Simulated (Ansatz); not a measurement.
Total energies of Na₂Li₃⁺ (the lowest singlet isomer of a short search) from Ansatz at PBE0/def2-TZVP, gas phase (1 Eh = 27.2114 eV = 2625.5 kJ/mol). The reference geometry is relaxed at B3LYP/def2-TZVP.

```csv
atom,x (Å),y (Å),z (Å)
Li1,0.380,0.298,-1.528
Li2,-1.120,0.872,0.727
Li3,0.743,-1.168,0.795
Na4,-2.080,-1.941,-0.911
Na5,2.077,1.939,0.917
```

```csv
state,geometry,energy (Eh)
charge 1 singlet,reference,-346.71547
charge 0 doublet,reference,-346.86349
charge 1 triplet,relaxed at B3LYP/def2-TZVP,-346.70233
charge 1 quintet,relaxed at B3LYP/def2-TZVP,-346.64585
```

(1) Work out the vertical electron affinity, to the doublet.

(2) Which of the charge 1 states is lowest, and how far above it are the others?

(1) E(charge 1 singlet) − E(charge 0 doublet) = -346.71547 − (-346.86349) = 0.14802 Eh = 4.03 eV.

(2) The singlet. triplet: -346.70233 − (-346.71547) = 0.01314 Eh = 34.5 kJ/mol; quintet: -346.64585 − (-346.71547) = 0.06962 Eh = 182.8 kJ/mol. The triplet differs in its bonds from the reference. The quintet differs in its bonds from the reference.

The structure comes from a short search, and lower isomers may exist.
